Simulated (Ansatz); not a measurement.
`C[Si](Cl)(Cl)Cl` → `[CH2][Si](Cl)(Cl)Cl`• + H• at 700 K and 1 bar (homolysis of the C–H bond).

Calculated with Ansatz (gas phase, PBE0-D4/def2-TZVP geometries, no zero-point term in ΔE). CCSD(T)/CBS is the MP2 limit (def2-TZVPP, def2-QZVPP) plus CCSD(T) − MP2 in def2-TZVPP, frozen cores. This one scheme is used for every species, atoms too. Open shells (•) are unrestricted, without spin–orbit coupling.

| species | CCSD(T)/CBS energy (Eh) | H − E (kJ/mol) | S (J/(mol·K)) |
| --- | --- | --- | --- |
| `C[Si](Cl)(Cl)Cl` | -1708.45088 | 183.3 | 454.2 |
| `[CH2][Si](Cl)(Cl)Cl`• | -1707.77493 | 146.3 | 478.8 |
| H• | -0.50000 | 14.6 | 132.5 |

H − E and S are ideal-gas, rigid-rotor, harmonic terms from PBE0-D4/def2-TZVP, with the whole ground term of open shells counted as degenerate. 1 Eh = 2625.50 kJ/mol, R = 8.31446 J/(mol·K).

Problem. By hand: ΔE, ΔH, ΔS and ΔG.

Solution. ΔE = (-1707.77493) + (-0.50000) − (-1708.45088) = 0.17595 Eh = 462.0 kJ/mol. Δ(H − E) = 146.3 + 14.6 − 183.3 = -22.4, so ΔH = 439.6 kJ/mol. ΔS = 478.8 + 132.5 − 454.2 = 157.1 J/(mol·K). ΔG = 439.6 − 700 × (157.1)/1000 = 329.6 kJ/mol.

Problem. By hand: the equilibrium constant, and the temperature at which ΔG would vanish if ΔH and ΔS stayed fixed.

Solution. log₁₀ K = −ΔG/(RT ln 10) = -24.6. ΔG = 0 at ΔH/ΔS = 2798 K, far beyond where these terms or the molecules hold.

The number of gas molecules changes by +1, which sets the sign of ΔS. A doubt of 5 kJ/mol in ΔE shifts log₁₀ K by 0.4 here. Modes under 60 cm⁻¹, often nearly free rotors, make the harmonic entropy too high. These are equilibria of isolated gas molecules and say nothing of rates. Largest T1 diagnostic: 0.010 (customary marks: 0.02 for closed shells, 0.045 for open ones).
